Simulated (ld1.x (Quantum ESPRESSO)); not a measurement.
Results of a calculation; reference values are marked as such.
**Potentials for silicon compared**

Generated with ld1.x 7.5 (TM, RRKJ, ultrasoft, PAW), atompaw 4.2 or ONCVPSP 4.0.1. The cutoff is in Ry: for ld1.x and atompaw files where the sum of valence levels is converged to 10 mRy in a Bessel basis, for ONCV files where the hardest occupied wave has 1 mHa per electron of residual kinetic energy. The error is the largest all-electron minus pseudo excitation energy over each file’s own four to seven test configurations (ionisations up to +4, promotions, holes and added fractions of an electron), all of which were solved. The labels leave out finer settings (local radius, basis sizes, second energies), which also bear on the numbers. Spin-polarised tests are not counted. The rows are a selection from randomly drawn settings: files with unsolved tests, undetermined cutoffs or missed reference levels are left out.

```tsv
potential	cutoff (Ry)	largest error (meV)	bound ghosts
TM, LDA (PZ), scalar-relativistic, rc 1.45/2.15 (sp), local s, core correction yes, reference 3s2 3p2	30	+60	none
RRKJ, LDA (PZ), non-relativistic, rc 1.50/2.00 (sp), local smoothed, core correction yes, reference 3s1 3p3	40	+90	none
TM, PBE, non-relativistic, rc 1.95/1.60 (sp), local s, core correction no, reference 3s1 3p3	25	+47	none
TM, PBEsol, scalar-relativistic, rc 2.00/2.15 (sp), local p, core correction yes, reference 3s2 3p2	15	+48	none
TM, LDA (PZ), scalar-relativistic, rc 1.55/2.35 (sp), local smoothed, core correction no, reference 3s2 3p2	15	+257	none
```

Fill in the row for Si: TM, PBE, scalar-relativistic, rc 1.45/1.75/1.55 (spd), local p, core correction no, reference 3s2 3p2.

cutoff 30 Ry, largest error +69 meV, bound ghosts: none.

Fill in the row for Si: PAW, PBE, non-relativistic, rc 1.05/0.85/1.05 (spd), local smoothed, core correction yes, reference 2s2 2p6 3s2 3p1.75.

cutoff 160 Ry, largest error +1.2 meV, bound ghosts: none.
